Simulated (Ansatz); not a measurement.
Geometry optimisation, Ansatz, UKS r2SCAN/STO-3G.

input.yaml

```yaml
crystal:
  periodic: [false, false, false]
  atoms:
    - { symbol: B, position_ang: [-2.4507, 1.0975, -0.5101] }
    - { symbol: S, position_ang: [-1.7369, -0.5628, -0.7644] }
    - { symbol: Si, position_ang: [-0.0814, -0.1014, 0.4797] }
    - { symbol: O, position_ang: [-0.5188, 0.3034, 2.0695] }
    - { symbol: Si, position_ang: [1.2872, -1.8993, 0.5859] }
    - { symbol: "N", position_ang: [0.8576, 1.2896, -0.1824] }
    - { symbol: C, position_ang: [1.3793, 1.2475, -1.3615] }
    - { symbol: H, position_ang: [-2.37476, -1.13388, -1.84671] }
    - { symbol: H, position_ang: [-3.2404, 1.3495, 0.4165] }
    - { symbol: H, position_ang: [-1.1336, -0.485, 2.3778] }
    - { symbol: H, position_ang: [1.7426, -2.2314, -0.7274] }
    - { symbol: H, position_ang: [0.5537, -3.0163, 1.1825] }
    - { symbol: H, position_ang: [2.39, -1.5611, 1.4468] }
    - { symbol: H, position_ang: [1.872, 2.1162, -1.7219] }
    - { symbol: H, position_ang: [1.2347, 0.3599, -2.0022] }
magnetization:
  spin_polarized: true
basis:
  gaussian: { orbitals: STO-3G }
hamiltonian:
  xc: r2scan
relax:
  f_tol: 0.02
  max_steps: 50
```

Run as:

```bash
$ ansatz run input.yaml --threads 2 --pin off --max-ram 3072MiB --backend cpu --events-out ev --progress --plain --runs-dir out
```

Question: Where does it end, and by what steps?

Answer: The run converged. Limits of this set-up: minimal basis. After 34 steps the energy has fallen by 7.038 eV; H10 moved furthest, 1.57 Å. Parted: S2–Si3. Joined: B1–Si3.

```
step  energy less start (eV)  largest force component (eV/Å)  accepted
   0                  0.0000                           2.226       yes
   2                 -1.5991                           3.156       yes
   4                 -3.4793                           3.903       yes
   6                 -5.9058                           1.745       yes
   8                 -6.7613                           1.412       yes
  10                 -6.8060                           0.873        no
  12                 -6.9098                           0.113       yes
  14                 -6.9164                           0.248       yes
  16                 -6.9219                           0.528       yes
  18                 -6.9418                           0.360       yes
  20                 -6.9525                           1.470        no
  22                 -6.9865                           0.264       yes
  24                 -6.9974                           0.225       yes
  26                 -7.0218                           0.246       yes
  28                 -7.0308                           0.305       yes
  30                 -7.0201                           0.942        no
  32                 -7.0375                           0.058       yes
  34                 -7.0381                           0.014       yes
```

```xyz
15
Properties=species:S:1:pos:R:3
B -1.725 -0.108 -0.268
S -1.781 -0.866 -1.834
Si -0.056 -0.061 0.759
O -0.282 0.280 2.430
Si 1.240 -1.917 0.684
N 0.941 1.363 0.093
C 1.112 1.379 -1.197
H -3.079 -0.589 -2.158
H -2.685 0.414 0.148
H -0.928 1.070 2.423
H 1.622 -2.195 -0.683
H 0.526 -3.074 1.178
H 2.449 -1.767 1.463
H 1.711 2.193 -1.653
H 0.715 0.650 -1.943
```

Whether the end is a true minimum wasn't checked by a vibrational analysis.

Time of the run: 5.3 min on 2 threads of Arm Neoverse V1, on a shared host, peak memory 0.34 GiB.
